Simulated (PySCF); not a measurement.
# Relaxation of doublet H4RhS

Level of theory: UPBE0/[Rh def2-TZVP with ECP28, S def2-TZVP, H def2-TZVP], scalar-relativistic core potentials, density fitting, no spin–orbit coupling, PySCF. A (50,194) grid was used.

A start displaced from a saddle point along its imaginary mode, with no symmetry imposed:

```xyz
6
charge 0 multiplicity 2, angstrom
Rh   -0.0003    0.4660   -0.0521
S     0.0015   -1.6809    0.1255
H     0.0047    0.4765    1.4547
H     1.1519    1.5092    0.0072
H    -0.1200    2.0846   -0.1039
H    -1.0506    1.6727   -0.0168
```

Optimiser trace:
| step | E − E(last) (kJ/mol) | largest gradient (Eh/bohr) |
| --- | --- | --- |
| 0 | 28.98 | 0.00556 |
| 1 | 27.06 | 0.00573 |
| 2 | 24.91 | 0.00618 |
| 3 | 22.52 | 0.00627 |
| 4 | 20.00 | 0.00655 |
| 5 | 17.49 | 0.00669 |
| 6 | 7.27 | 0.02621 |
| 7 | 2.67 | 0.00575 |
| 8 | 0.90 | 0.00566 |
| 9 | 0.20 | 0.00298 |
| 10 | 0.13 | 0.00234 |
| 11 | 0.06 | 0.00126 |
| 12 | 0.02 | 0.00062 |
| 13 | 0.00 | 0.00024 |
| 14 | 0.00 | 0.00009 |

It ends at C1 with H–H 0.841 Å, Rh–H 1.509 Å, Rh–H 1.514 Å, Rh–H 1.757 Å, Rh–H 1.764 Å, Rh–S 2.127 Å; H–H–Rh 75.7°, H–H–Rh 76.6°, H–Rh–H 27.6°, H–Rh–H 74.5°, H–Rh–H 84.2°, H–Rh–H 90.8°, H–Rh–H 93.3°, H–Rh–H 101.6°, H–Rh–S 85.7°, H–Rh–S 95.6°, H–Rh–S 162.0°, H–Rh–S 170.1°. No frequency check is given, so it may be a saddle point. Other isomers or separated fragments may lie lower.

Other spin states or occupations of the open shell can lie lower.

The relaxation took 68 s on 4 threads of a shared Arm Neoverse N1 host, with 101 basis functions and 15 gradients. Launch command: `OMP_NUM_THREADS=4 python axn.py task.json out`.
